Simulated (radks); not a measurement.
Task: Valence configurations of Mo II (all share [Kr]). Calculated with a radial shooting solver on a logarithmic mesh with Libxc functionals: scalar-relativistic Kohn-Sham, PBE, spin-unpolarised, spherical densities, finite nucleus; Fermi nuclear charge, rms radius 4.4091 fm. Order these by energy: 4d3 5s1 5p1; 4d4 5p1; 4d3 5p2; 4d4.5 5p0.5; 4d4 5s0.5 5p0.5; 4d4 5s1; 4d5; 4d4.5 5s0.5; 4d3.5 5s1 5p0.5; 4d3 5s2.

Result: From the lowest, in eV above it: 4d5 0.000; 4d4.5 5s0.5 0.436; 4d4 5s1 1.174; 4d4.5 5p0.5 2.488; 4d4 5s0.5 5p0.5 3.319; 4d3 5s2 3.656; 4d3.5 5s1 5p0.5 4.479; 4d4 5p1 5.489; 4d3 5s1 5p1 8.356; 4d3 5p2 13.150. NIST lists [Kr] 4d5 as the ground configuration; this level of theory agrees among the configurations tried. The energies are those of spherical spin-averaged densities, not of single terms.
